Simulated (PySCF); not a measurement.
Molfile (atoms numbered from 1):
```
C7H9F
     RDKit          3D

 17 19  0  0  0  0  0  0  0  0999 V2000
    2.6079   -1.3772    0.2419 F   0  0  0  0  0  0  0  0  0  0  0  0
    1.9512   -0.2425   -0.1780 C   0  0  0  0  0  0  0  0  0  0  0  0
    0.7603    0.0469    0.7203 C   0  0  2  0  0  0  0  0  0  0  0  0
   -0.5287   -0.8021    0.6668 C   0  0  2  0  0  0  0  0  0  0  0  0
   -0.9879   -0.7432   -0.7960 C   0  0  0  0  0  0  0  0  0  0  0  0
   -1.2307    0.7308   -0.5422 C   0  0  2  0  0  0  0  0  0  0  0  0
   -0.1406    1.2228    0.3965 C   0  0  1  0  0  0  0  0  0  0  0  0
   -1.3403    0.4978    0.9349 C   0  0  2  0  0  0  0  0  0  0  0  0
    1.6730   -0.4070   -1.2215 H   0  0  0  0  0  0  0  0  0  0  0  0
    2.6755    0.5784   -0.1197 H   0  0  0  0  0  0  0  0  0  0  0  0
    1.1196    0.1101    1.7511 H   0  0  0  0  0  0  0  0  0  0  0  0
   -0.5939   -1.7242    1.2324 H   0  0  0  0  0  0  0  0  0  0  0  0
   -0.2830   -1.0390   -1.5712 H   0  0  0  0  0  0  0  0  0  0  0  0
   -1.9250   -1.2774   -0.9415 H   0  0  0  0  0  0  0  0  0  0  0  0
   -1.7975    1.4087   -1.1579 H   0  0  0  0  0  0  0  0  0  0  0  0
    0.1095    2.2665    0.4864 H   0  0  0  0  0  0  0  0  0  0  0  0
   -2.0764    0.7628    1.6676 H   0  0  0  0  0  0  0  0  0  0  0  0
  1  2  1  0
  2  3  1  0
  3  4  1  0
  4  5  1  0
  5  6  1  0
  6  7  1  0
  7  8  1  0
  7  3  1  0
  8  4  1  0
  8  6  1  0
  2  9  1  0
  2 10  1  0
  3 11  1  1
  4 12  1  1
  5 13  1  0
  5 14  1  0
  6 15  1  6
  7 16  1  1
  8 17  1  1
M  END
```

Geometry: GFN2-xTB; GIAO absolute shieldings from PySCF, gas phase, non-relativistic, averaged over equivalent atoms.

At BP86/pcSseg-1 (181 basis functions, of the order of 100 core-seconds):
```
atoms  σ (ppm)
   F1    415.8
   C2     94.5
   C3    133.0
   C4    138.8
   C8    148.5
   C5    150.1
   C6    159.8
   C7    161.2
   H9    26.83
  H10    26.95
  H11    28.66
  H17    28.81
  H14    29.22
  H12    29.25
  H13    29.72
  H15    30.04
  H16    30.16
```

Problem. Predict the values at OLYP/6-311G** on the same geometry.

Solution. 
| atoms | σ at OLYP/6-311G** | change |
| --- | --- | --- |
| F1 | 413.4 | -2.4 |
| C2 | 103.4 | +8.9 |
| C3 | 138.5 | +5.5 |
| C4 | 145.0 | +6.2 |
| C8 | 154.8 | +6.3 |
| C5 | 155.6 | +5.5 |
| C6 | 164.9 | +5.1 |
| C7 | 166.4 | +5.2 |
| H9 | 27.32 | +0.49 |
| H10 | 27.53 | +0.58 |
| H11 | 29.03 | +0.37 |
| H17 | 29.32 | +0.51 |
| H14 | 29.65 | +0.43 |
| H12 | 29.64 | +0.39 |
| H13 | 30.06 | +0.34 |
| H15 | 30.46 | +0.42 |
| H16 | 30.57 | +0.41 |

The largest change is at C2 (sp3 CH2 bonded to F). Cost: 198 basis functions, roughly 2 core-minutes. The order of the carbon signals is the same at both levels.
